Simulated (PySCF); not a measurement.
The vertical singlet excitations below were computed for one of the candidates. Level of theory: PySCF 2.14.0, density-fitted response routines, TDDFT CAM-B3LYP/def2-SVPD, vertical, gas phase, core orbitals frozen in the response. Geometries: GFN2-xTB, one conformer each.

```csv
state,ν̃ (cm⁻¹),f,"main configurations (H = HOMO, L = LUMO)"
S1,34160,0.010,H→L (97%)
S2,39350,0.031,"H-1→L (70%), H-2→L+1 (16%), H-2→L (10%)"
S3,40060,0.0002,H→L+1 (96%)
S4,42910,0.0088,H-3→L (96%)
S5,44170,0.070,"H-2→L (71%), H-1→L+1 (13%), H-1→L (11%)"
S6,50330,0.011,H-4→L (84%)
S7,50920,0.242,"H-2→L+1 (48%), H-1→L+1 (20%), H-1→L (11%)"
S8,51750,0.0027,H-3→L+1 (94%)
```

Triplets computed (Tamm–Dancoff): 3.47, 3.55, 3.97 eV.

Question: Which structure fits?
A. `N#C[C@@]1(F)CC[C@@H](F)C1`
B. `CCc1cpccn1`
C. `N#C[Si@H](N)NC[SiH3]`
D. `C1=CCCP1CC#N`

Answer: B. Its S1, at 4.24 eV, is the lowest among the candidates; the nearest of the others has S1 at 5.55 eV. S1 is HOMO→LUMO (97%). Löwdin shares by element: HOMO nitrogen 40%, carbon 19% or more, phosphorus 16% (atoms not listed hold the other 25%); LUMO phosphorus 39%, carbon 30% or more, nitrogen 16% (atoms not listed hold the other 16%). At the same level the other candidates give, for their lowest levels:
- `N#C[C@@]1(F)CC[C@@H](F)C1`: 7.39 eV (f 0.001); 8.04 eV (f 0.004); 8.31 eV (f 0.001); 8.81 eV (f 0.009); 9.07 eV (f 0.010); T1 6.36 eV; HOMO -10.98, LUMO 0.90 eV
- `N#CCP1C=CCC1`: 5.55 eV (f 0.101); 6.35 eV (f 0.051); 6.42 eV (f 0.054); 6.89 eV (f 0.091); 6.98 eV (f 0.034); T1 4.10 eV; HOMO -8.11, LUMO 0.59 eV
- `N#C[Si@H](N)NC[SiH3]`: 5.87 eV (f 0.011); 6.23 eV (f 0.005); 6.83 eV (f 0.055); 6.94 eV (f 0.007); 7.16 eV (f 0.003); T1 5.61 eV; HOMO -8.56, LUMO 0.47 eV

Shape of the structure used: `[CH3:1][CH2:2][c:3]1[cH:4][p:5][cH:6][cH:7][n:8]1`: C1–C2–C3–C4 85°.
